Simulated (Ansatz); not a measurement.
TiCl4, relaxed as a singlet with RKS PBE-D4/def2-SVP in Ansatz, starting from the GFN2-xTB geometry. Force threshold 0.02 eV/Å.

Start:

```xyz
5

Ti    0.000    0.000    0.000
Cl    2.014   -0.181    0.607
Cl   -1.268   -0.486    1.616
Cl   -0.372   -1.317   -1.607
Cl   -0.374    1.984   -0.616
```

Task: Estimate the energy that the relaxation releases and the steps that it takes.

Result: 0.15 eV, in 3 steps; 6 s on 2 threads of Intel Xeon 6975P-C on a shared host. No frequencies were taken in this run, so the end may be a saddle point.

Task: Does the start keep its bonding and symmetry?

Result: By distances, no bond broke or formed. The bond that changes most is Ti1–Cl2, from 2.11 to 2.17 Å (atoms count from 1). Point group Td at the start, Td at the end, both within 0.05 Å.

Task: Predict the relaxed structure.

Result: 
```xyz
5

Ti    0.000    0.000    0.000
Cl    2.073   -0.186    0.625
Cl   -1.305   -0.500    1.663
Cl   -0.383   -1.356   -1.654
Cl   -0.384    2.042   -0.634
```
Bond lengths: 4 × Cl–Ti 2.17 Å.
